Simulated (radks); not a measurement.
Values are calculated unless marked as measured or tabulated.
Neutral calcium, 20 electrons, occupied as [Ne] 3s2 3p5.75 4s2 5s0.25 (fractional occupations, a model configuration). Code: a radial shooting solver on a logarithmic mesh with Libxc functionals. Model: Dirac Kohn-Sham, AM05, spin-unpolarised, spherical densities, finite nucleus; open shells fill j = l - 1/2 first; Fermi nuclear charge, rms radius 3.4776 fm. Some entries of the table are withheld. Estimate them.

orbital  occ.  eigenvalue (Ry)  <r> (bohr)  r(max) (bohr)
1s1/2       2        -289.7244     0.07698            (1)
2s1/2       2        -30.61747      0.3649         0.3006
2p1/2       2        -24.99708      0.3264         0.2453
2p3/2       4        -24.72688      0.3289         0.2474
3s1/2       2              (2)       1.151         0.9921
3p1/2       2         -2.26505         (3)            (4)
3p3/2    3.75         -2.23615         (5)            (6)
4s1/2       2         -0.34782       3.794          3.253
5s1/2    0.25         -0.04554       12.75          11.56

Answer. 
(1) 1s1/2 r(max) (bohr): 0.05037
(2) 3s1/2 eigenvalue (Ry): -3.64725
(3) 3p1/2 <r> (bohr): 1.254
(4) 3p1/2 r(max) (bohr): 1.040
(5) 3p3/2 <r> (bohr): 1.261
(6) 3p3/2 r(max) (bohr): 1.046
